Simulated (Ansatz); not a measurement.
Consider the redistribution: `F[CH2][AlH][GeH3]` + `O[SiH2]S` → `[OH][AlH][CH2]F` + `S[SiH2][GeH3]`.

Computed with Ansatz on PBE0-D4/def2-TZVP structures; ΔE is electronic, products minus reactants. CCSD(T)/CBS adds triple-zeta CCSD(T) − MP2 to the extrapolated MP2 energy (def2 sets, frozen cores). Functionals use def2-TZVPP. For Ge outer-core shells are correlated without core-valence functions, which leaves a few kJ/mol of doubt a bond. Scalar relativity is left out up to krypton. One conformer a species, not always the lowest.

| species | ωB97M-V energy (Eh) |
| --- | --- |
| `F[CH2][AlH][GeH3]` | -2460.83454 |
| `O[SiH2]S` | -765.37437 |
| `[OH][AlH][CH2]F` | -458.06162 |
| `S[SiH2][GeH3]` | -2768.15885 |

Question: Work out ΔE.

Answer: ΔE = (-458.06162) + (-2768.15885) − (-2460.83454) − (-765.37437) = -0.01156 Eh = -30.4 kJ/mol. CCSD(T)/CBS gives -31.1 kJ/mol.

Largest T1 diagnostic among the species: 0.012.

In def2-TZVPP, CCSD(T) changes the Hartree–Fock value by −8.2 kJ/mol (the triples alone add −0.9 kJ/mol) and MP2 by −11.3 kJ/mol.
